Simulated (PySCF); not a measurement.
C2H4BFO2.
Cartesian coordinates in Å at the PBE0-D3(BJ)/def2-SVP level; atoms count from 1:
```xyz
10
C2H4BFO2 angstrom
F     -1.4696    2.2073    0.7128
B     -0.7611    1.1543    0.3599
O     -1.3139   -0.0734    0.1695
C     -0.2713   -0.9548   -0.2063
C      1.0100   -0.0851   -0.2199
O      0.5816    1.2116    0.1544
H     -0.4944   -1.3889   -1.1940
H     -0.2093   -1.7827    0.5180
H      1.4794   -0.0439   -1.2159
H      1.7689   -0.4424    0.4943
```

Computed at PBE0/pcSseg-1 (PySCF, non-relativistic), with Q(11B) = 0.04059 b, Q(17O) = −0.0256 b: B2, 11B (I = 3/2): χzz = 2.579 MHz, η = 0.181; O3, 17O (I = 5/2): χzz = -9.504 MHz, η = 0.312.

Problem. Find the zero-field quadrupole resonance frequencies of 11B at B2.

Solution. From ν = (|χ|/2)√(1 + η²/3): ν = 1.297 MHz (three-coordinate boron).

Problem. Find the zero-field quadrupole resonance frequencies of 17O at O3.

Solution. From the eigenvalues of H = χ/[4I(2I − 1)] × [3Iz² − I(I + 1) + η(Ix² − Iy²)], steps between neighbouring levels, labelled as for η = 0: ±1/2↔±3/2 1.569 MHz, ±3/2↔±5/2 2.799 MHz (boron-bound oxygen).

In a crystal, neighbours and librations shift these lines. Geometry: PBE0-D3(BJ)/def2-SVP; no solvent, vibrations or thermal averaging. The small basis limits the accuracy of the gradients.
